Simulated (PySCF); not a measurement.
C₂H₉GaN₂O, SMILES CC[O][Ga]([NH2])[NH2], GFN2-xTB optimised geometry.

```
15

Ga     0.57     0.42     0.00
O     -0.05    -1.19     0.33
C     -1.30    -1.82     0.42
C     -1.93    -2.04    -0.95
H     -1.13    -2.79     0.91
H     -1.99    -1.24     1.05
H     -1.27    -2.64    -1.57
H     -2.88    -2.55    -0.85
H     -2.09    -1.08    -1.44
N     -0.49     1.93     0.00
H     -1.46     1.85    -0.29
H     -0.10     2.79    -0.37
N      2.40     0.42     0.00
H      2.88     1.05    -0.63
H      2.81    -0.51    -0.10
```

Density from B3LYP/def2-TZVP (PySCF 2.14.0) at that geometry.

Minimum of the electron density along straight lines between bonded atoms, close to the bond critical point (lines longer than 1.1 times the sum of covalent radii, or with two minima, are not listed):

```tsv
bond	length / Å	ρ at the minimum / e bohr⁻³	∇²ρ there / e bohr⁻⁵	position (fraction from the first atom)
Ga1–O2	1.754	0.139	0.82	0.49
O2–C3	1.408	0.261	-0.57	0.64
C3–C4	1.524	0.253	-0.65	0.50
C3–H5	1.098	0.284	-1.01	0.64
C3–H6	1.098	0.284	-1.00	0.64
C4–H7	1.088	0.281	-0.97	0.64
C4–H8	1.087	0.280	-0.96	0.64
C4–H9	1.091	0.278	-0.95	0.63
Ga1–N10	1.842	0.129	0.51	0.48
N10–H11	1.014	0.333	-1.57	0.73
N10–H12	1.012	0.335	-1.58	0.73
Ga1–N13	1.837	0.131	0.51	0.48
N13–H14	1.014	0.333	-1.55	0.73
N13–H15	1.015	0.332	-1.56	0.73
```
